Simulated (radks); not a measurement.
Values are calculated unless marked as measured or tabulated.
Ionisation of Cs13+, [Kr] 4d6, to Cs14+, [Kr] 4d5, under several functionals. Non-relativistic Kohn-Sham, spin-polarised, spherical densities, point nucleus; open shells are filled with parallel spins first (spin-orbit coupling, left out, can overturn this in heavy ions); a radial shooting solver on a logarithmic mesh with Libxc functionals.

functional                                      E(Cs13+) (hartree)  Exc (hartree)  IE (eV)  -e(HOMO) (eV)  <r> HOMO (bohr)  IE error (eV)
TASK exchange with Perdew-Wang LDA correlation          -7498.2740      -176.4171   318.82         305.26           0.7525           +2.8
OLYP                                                    -7502.1319      -180.3676   320.37         306.42           0.7543           +4.4
PBE                                                     -7499.1712      -177.2972   319.60         305.65           0.7556           +3.6
AM05                                                    -7493.8502      -171.9221   319.78         305.78           0.7548           +3.8
SOGGA                                                   -7495.9504      -174.0442   319.47         305.50           0.7552           +3.5
Wu-Cohen GGA                                            -7498.4147      -176.5341   319.69         305.71           0.7551           +3.7
LDA (Slater exchange, Perdew-Wang correlation)          -7493.5065      -171.5671   320.07         306.04           0.7552           +4.1
r2SCAN                                                  -7499.7513      -177.8992   318.62         304.99           0.7557           +2.6

NIST Atomic Spectra Database: 316 eV (theoretical). Closest: r2SCAN. The Delta-SCF values span 1.75 eV, the total energies 8.63 hartree. The highest occupied level is 4d. Relativity is left out here, which matters for elements this heavy. Open shells are spherical and high-spin; term and fine-structure splittings are not resolved.
